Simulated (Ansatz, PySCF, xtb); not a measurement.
Reaction (SMILES): [CH2-]CCC -> [CH2-]C(C)C
Each molecule is optimised on its own at B3LYP-D3(BJ)/def2-TZVP (Ansatz, a quantum-chemistry and plane-wave program), one conformer each, not searched for the lowest. Frequencies are from Ansatz or PySCF.

Property: isomerisation energy (enthalpy at 298 K, with B3LYP-D3(BJ) rigid-rotor harmonic-oscillator terms), in eV. Correlated levels leave the core frozen unless marked. No spin-orbit coupling. Non-relativistic. Anions need diffuse functions: def2-D sets add few; the other sets have none. 

```csv
level,program,isomerisation energy (eV)
GFN2-xTB,xtb,0.02
HF/def2-TZVPD,PySCF,-0.11
revPBE/def2-TZVPD,Ansatz,-0.15
r2SCAN-D3(BJ)/def2-TZVPD,Ansatz + dftd3,-0.19
B3LYP-D4/def2-TZVPD,Ansatz + dftd4,-0.18
LC-wPBE-D4/def2-TZVPD,Ansatz + dftd4,-0.17
MP2/cc-pVDZ,Ansatz,-0.19
CCSD/cc-pVTZ,Ansatz,-0.18
CCSD(T)/cc-pVTZ,Ansatz,-0.19
```
